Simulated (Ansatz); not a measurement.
`O[SiH2]N[SiH2][AlH2]` + `C[Si](O)(F)Cl` → `C[Si](F)(Cl)[O][AlH2]` + `O[SiH2]N[SiH3]`  (cleavage of the Al–Si bond)

Calculated with Ansatz (gas phase, PBE0-D4/def2-TZVP geometries, no zero-point term in ΔE). CBS: MP2 limit from def2 TZ/QZ plus the TZ coupled-cluster correction, frozen cores. DFT in def2-TZVPP. B3LYP here is the variant with VWN-RPA as its local correlation; programs differ in this. One conformer a species, not always the lowest.

| level | ΔE (eV) |
| --- | --- |
| PBE0 | -1.60 |
| B3LYP | -1.81 |
| SCS-MP2/def2-TZVPP | -1.94 |
| CCSD/def2-TZVPP | -1.84 |

Question: What does CCSD(T)/CBS give? (Estimate.)

Answer: The calculation gave: -1.81 eV. The listed levels differ from it by 0.21, 0.00, -0.13, -0.03 eV.

Largest T1 diagnostic among the species: 0.012.

In def2-TZVPP, CCSD(T) changes the Hartree–Fock value by +0.21 eV (the triples alone add +0.03 eV) and MP2 by +0.11 eV. From PBE to PBE0 (25 % exact exchange), in def2-TZVPP and without D4, ΔE moves by −0.08 eV.
